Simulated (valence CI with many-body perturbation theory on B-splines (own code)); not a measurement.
## Ta66+: electric-dipole lines

Method: valence CI with perturbative core correlation (CI+MBPT): five valence electrons over a frozen Dirac-Fock core [He], radial functions for each j: 11 s, 11 p, 10 d, 8 f, 5 g, 2 h, with the one-electron correlation potential Σ1, the two-electron term Σ2, the three-electron term Σ3, Breit, model QED; selected CI, second order for the rest, scaled by the run's own slope (own B-spline code, finite nucleus).

The last digits are not significant, and no measured levels were compared; by estimate large intervals hold to a few tenths of a per cent, small ones and those within an open d or f shell to about a per cent. Among the levels kept, up to 7400 cm⁻¹ of a level comes from second order outside the variational space, and about a tenth of that is noise between levels of different J, which matters for small intervals.

Lines 101 to 150 of 600 in falling wavelength, among levels below 919.29 Ry, chosen from the strongest by gf and those to the six lowest levels. Wavelengths and rates use the calculated energies. Electric multipoles are in the length gauge, E1 and E2 with the static RPA response of the core. Weak lines are less certain than strong ones. Lines between different terms over intervals too small for the method are left out, as are lines whose strength nearly cancels. The highest levels of a list are the least certain.

Levels are named by their leading jj configuration (3d3/2^4 stands for four electrons in 3d with j = 3/2), which in mixed levels can hold well under half, so a name can repeat and another be missing. Letters in brackets count levels of one name in rising energy.

```csv
λ vac (nm),Upper,Lower,A (s⁻¹),S (a.u.) with core polarisation,S without
2.543,(2s 2p1/2 2p3/2^2 3p3/2) J=5/2 [c],(2s 2p1/2 2p3/2^2 3s) J=5/2 [c],2.52e+11,1.23e-02,1.23e-02
2.542,(2s^2 2p1/2 2p3/2 3p3/2) J=1/2 [a],(2s^2 2p1/2 2p3/2 3s) J=1/2,8.56e+11,1.39e-02,1.39e-02
2.541,(2s 2p1/2^2 2p3/2 3d3/2) J=5/2 [b],(2s 2p1/2^2 2p3/2 3p1/2) J=3/2 [b],8.43e+11,4.10e-02,4.10e-02
2.541,(2s 2p1/2^2 2p3/2 3d3/2) J=3/2 [a],(2s 2p1/2^2 2p3/2 3p1/2) J=3/2 [a],6.82e+11,2.21e-02,2.21e-02
2.540,(2s 2p1/2 2p3/2^2 3p3/2) J=1/2 [b],(2s 2p1/2 2p3/2^2 3s) J=1/2 [b],4.68e+11,7.56e-03,7.56e-03
2.539,(2s^2 2p1/2 2p3/2 3d3/2) J=5/2 [a],(2s^2 2p1/2 2p3/2 3p1/2) J=3/2 [a],6.85e+11,3.32e-02,3.32e-02
2.539,(2s^2 2p3/2^2 3d3/2) J=3/2 [b],(2s^2 2p3/2^2 3p1/2) J=1/2,8.19e+11,2.65e-02,2.65e-02
2.535,(2s^2 2p1/2^2 3d3/2) J=3/2,(2s^2 2p1/2^2 3p1/2) J=1/2,8.52e+11,2.74e-02,2.74e-02
2.534,(2s^2 2p3/2^2 3d3/2) J=5/2,(2s^2 2p3/2^2 3p1/2) J=3/2,4.01e+11,1.93e-02,1.93e-02
2.533,(2s^2 2p1/2 2p3/2 3p3/2) J=7/2,(2s^2 2p1/2 2p3/2 3s) J=5/2,1.26e+12,8.08e-02,8.08e-02
2.529,(2s 2p1/2 2p3/2^2 3d3/2) J=3/2 [d],(2s 2p1/2 2p3/2^2 3p1/2) J=3/2 [b],3.20e+11,1.02e-02,1.02e-02
2.529,(2s 2p1/2^2 2p3/2 3d3/2) J=7/2,(2s 2p1/2^2 2p3/2 3p1/2) J=5/2,8.16e+11,5.21e-02,5.21e-02
2.528,(2s 2p1/2 2p3/2^2 3d3/2) J=3/2 [a],(2s 2p1/2 2p3/2^2 3p1/2) J=3/2 [a],7.18e+11,2.29e-02,2.29e-02
2.527,(2s^2 2p3/2^2 3p3/2) J=7/2,(2s^2 2p3/2^2 3s) J=5/2,1.32e+12,8.38e-02,8.38e-02
2.526,(2s 2p1/2 2p3/2^2 3d3/2) J=9/2,(2s 2p1/2 2p3/2^2 3p1/2) J=7/2,8.30e+11,6.60e-02,6.60e-02
2.525,(2s^2 2p3/2^2 3p3/2) J=5/2,(2s^2 2p3/2^2 3s) J=5/2,6.86e+11,3.27e-02,3.27e-02
2.524,(2s 2p1/2 2p3/2^2 3d3/2) J=7/2 [a],(2s 2p1/2 2p3/2^2 3p1/2) J=5/2 [a],7.93e+11,5.04e-02,5.04e-02
2.524,(2s 2p1/2 2p3/2^2 3d3/2) J=1/2 [a],(2s 2p1/2 2p3/2^2 3p1/2) J=3/2 [a],8.90e+11,1.41e-02,1.41e-02
2.523,(2s^2 2p1/2 2p3/2 3d3/2) J=7/2,(2s^2 2p1/2 2p3/2 3p1/2) J=5/2,8.49e+11,5.39e-02,5.39e-02
2.522,(2s 2p1/2 2p3/2^2 3p3/2) J=7/2 [a],(2s 2p1/2 2p3/2^2 3s) J=5/2 [a],1.27e+12,8.03e-02,8.03e-02
2.519,(2s^2 2p1/2 2p3/2 3p3/2) J=3/2 [a],(2s^2 2p1/2 2p3/2 3s) J=1/2,4.11e+11,1.30e-02,1.30e-02
2.518,(2s 2p1/2 2p3/2^2 3p3/2) J=3/2 [b],(2s 2p1/2 2p3/2^2 3s) J=5/2 [b],1.11e+12,3.51e-02,3.51e-02
2.518,(2s 2p1/2^2 2p3/2 3d3/2) J=1/2 [a],(2s 2p1/2^2 2p3/2 3p1/2) J=3/2 [a],9.07e+11,1.43e-02,1.43e-02
2.516,(2s 2p1/2 2p3/2^2 3p3/2) J=3/2 [d],(2s 2p1/2 2p3/2^2 3s) J=3/2 [b],3.40e+11,1.07e-02,1.07e-02
2.515,(2s 2p1/2 2p3/2^2 3d3/2) J=5/2 [d],(2s 2p1/2 2p3/2^2 3p1/2) J=3/2 [b],2.43e+11,1.15e-02,1.15e-02
2.515,(2p1/2^2 2p3/2^2 3p3/2) J=7/2,(2p1/2^2 2p3/2^2 3s) J=5/2,9.75e+11,6.13e-02,6.13e-02
2.515,(2s^2 2p3/2^2 3d3/2) J=1/2,(2s^2 2p3/2^2 3p1/2) J=3/2,8.80e+11,1.38e-02,1.38e-02
2.514,(2s^2 2p1/2 2p3/2 3d3/2) J=3/2 [a],(2s^2 2p1/2 2p3/2 3p1/2) J=1/2,4.84e+11,1.52e-02,1.52e-02
2.514,(2p1/2^2 2p3/2^2 3p3/2) J=5/2,(2p1/2^2 2p3/2^2 3s) J=5/2,4.50e+11,2.12e-02,2.12e-02
2.513,(2s^2 2p1/2 2p3/2 3p3/2) J=5/2 [a],(2s^2 2p1/2 2p3/2 3s) J=3/2 [a],1.31e+12,6.15e-02,6.15e-02
2.512,(2s 2p1/2 2p3/2^2 3d3/2) J=3/2 [d],(2s 2p1/2 2p3/2^2 3p1/2) J=1/2 [b],3.40e+11,1.06e-02,1.06e-02
2.511,(2s 2p1/2 2p3/2^2 3p3/2) J=9/2,(2s 2p1/2 2p3/2^2 3s) J=7/2,1.21e+12,9.44e-02,9.44e-02
2.506,(2s 2p1/2 2p3/2^2 3d3/2) J=5/2 [e],(2s 2p1/2 2p3/2^2 3p1/2) J=3/2 [c],5.82e+11,2.71e-02,2.71e-02
2.505,(2s 2p1/2 2p3/2^2 3p3/2) J=5/2 [c],(2s 2p1/2 2p3/2^2 3s) J=3/2 [c],8.92e+11,4.15e-02,4.16e-02
2.505,(2s 2p1/2^2 2p3/2 3p3/2) J=5/2 [a],(2s 2p1/2^2 2p3/2 3s) J=3/2 [a],5.27e+11,2.45e-02,2.46e-02
2.504,(2s 2p1/2 2p3/2^2 3d3/2) J=5/2 [a],(2s 2p1/2 2p3/2^2 3p1/2) J=3/2 [a],3.85e+11,1.79e-02,1.79e-02
2.503,(2s^2 2p3/2^2 3d5/2) J=5/2 [a],(2s 2p1/2 2p3/2^2 3s) J=5/2 [a],3.66e+11,1.70e-02,1.70e-02
2.503,(2s 2p1/2 2p3/2^2 3p3/2) J=3/2 [d],(2s 2p1/2 2p3/2^2 3s) J=1/2 [b],5.71e+11,1.77e-02,1.77e-02
2.502,(2s 2p1/2 2p3/2^2 3p3/2) J=3/2 [c],(2s 2p1/2 2p3/2^2 3s) J=1/2 [a],1.22e+12,3.78e-02,3.78e-02
2.501,(2s 2p1/2 2p3/2^2 3p3/2) J=7/2 [b],(2s 2p1/2 2p3/2^2 3s) J=7/2,7.42e+11,4.59e-02,4.59e-02
2.498,(2s 2p1/2^2 2p3/2 3p3/2) J=7/2,(2s 2p1/2^2 2p3/2 3s) J=5/2,1.20e+12,7.41e-02,7.42e-02
2.489,(2s 2p1/2^2 2p3/2 3d3/2) J=1/2 [b],(2s 2p1/2^2 2p3/2 3p1/2) J=1/2,7.50e+11,1.14e-02,1.14e-02
2.487,(2s 2p1/2 2p3/2^2 3p3/2) J=5/2 [d],(2s 2p1/2 2p3/2^2 3s) J=5/2 [c],2.55e+11,1.16e-02,1.16e-02
2.484,(2s^2 2p1/2 2p3/2 3d3/2) J=1/2 [a],(2s^2 2p1/2 2p3/2 3p1/2) J=1/2,7.86e+11,1.19e-02,1.19e-02
2.483,(2s 2p1/2^2 2p3/2 3p3/2) J=1/2 [a],(2s 2p1/2^2 2p3/2 3s) J=3/2 [a],1.14e+12,1.73e-02,1.73e-02
2.483,(2s 2p1/2 2p3/2^2 3p3/2) J=3/2 [e],(2s 2p1/2 2p3/2^2 3s) J=3/2 [d],4.19e+11,1.26e-02,1.26e-02
2.473,(2s 2p1/2 2p3/2^2 3d3/2) J=7/2 [b],(2s 2p1/2 2p3/2^2 3p1/2) J=7/2,4.98e+11,2.97e-02,2.97e-02
2.473,(2s^2 2p3/2^2 3p3/2) J=3/2 [b],(2s^2 2p3/2^2 3s) J=1/2,1.20e+12,3.59e-02,3.59e-02
2.469,(2s^2 2p3/2^2 3d5/2) J=5/2 [b],(2s 2p1/2 2p3/2^2 3s) J=5/2 [a],3.63e+11,1.62e-02,1.62e-02
2.468,(2s^2 2p1/2 2p3/2 3p3/2) J=3/2 [a],(2s^2 2p1/2 2p3/2 3s) J=3/2 [a],2.34e+11,6.95e-03,6.96e-03
```
